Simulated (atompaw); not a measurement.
## Logarithmic derivatives: Hf (Z = 72), PAW (atompaw)

- Element: hafnium (Hf)
- Generator: atompaw 4.2.0.5
- Type: PAW
- Functional: PBE
- Relativity: scalar-relativistic
- Frozen core: [Kr] 4d10 4f14
- Valence charge: 12
- Reference configuration: 5s2 5p6 5d2 6s1.5 6p0 (charge +0.5)
- Partial waves: 5s (bound): rc 1.30 bohr; 6s (bound): rc 2.75 bohr; 5p (bound): rc 1.45 bohr; 6p (bound, empty): rc 2.75 bohr; 5d (bound): rc 2.75 bohr; 5d channel at -0.05 Ry: rc 2.75 bohr
- Local potential: bessel scheme, radius 1.85 bohr
- Core correction: smooth core density matched at 2.25 bohr
- Augmentation charge: besselshape compensation charge, radius 2.10 bohr; PAW radius 2.75 bohr; waves and projectors: custom polynom gramschmidtortho

The phase is arctan(r·u′/u) with u = r·R(r), unwrapped; energies in Ry, scanned from -7 to 5 Ry. A pole is an energy at which the radial function vanishes at the test radius. The pseudo phase is shifted by a multiple of π to meet the all-electron one at the reference energy, and phase errors are pseudo minus all-electron; the curves can meet again beyond the range given. Levels narrower than the energy grid can be missing from the lists of poles.

```tsv
channel	radius (bohr)	reference energy (Ry)	poles, all-electron	poles, pseudo	unbroken range about the reference energy with phases within 0.05 rad	phase error 1 Ry above the reference energy (rad)
s	2.77	-0.58	-5.14, 1.83	-5.14, 1.81	below 4.8	-0.001
p	2.77	-0.28	-2.76, 3.36	-2.76, 3.08	below 4.2	-0.016
d	2.77	-0.43	0.23	0.23	below 2.3	+0.000
```

Phases in the d channel:

```csv
E (Ry),all-electron,pseudo
-7.00,1.430,1.431
-6.52,1.425,1.425
-6.04,1.419,1.419
-5.56,1.412,1.412
-5.08,1.403,1.404
-4.60,1.394,1.394
-4.12,1.383,1.383
-3.64,1.368,1.369
-3.16,1.350,1.351
-2.68,1.326,1.326
-2.20,1.291,1.291
-1.72,1.232,1.232
-1.24,1.105,1.106
-0.76,0.594,0.595
-0.28,-1.174,-1.174
0.20,-1.561,-1.561
0.68,-1.696,-1.696
1.16,-1.800,-1.799
1.64,-1.935,-1.931
2.12,-2.206,-2.184
2.60,-3.001,-2.888
3.08,-4.014,-3.915
3.56,-4.370,-4.319
4.04,-4.513,-4.478
4.52,-4.591,-4.561
5.00,-4.642,-4.614
```
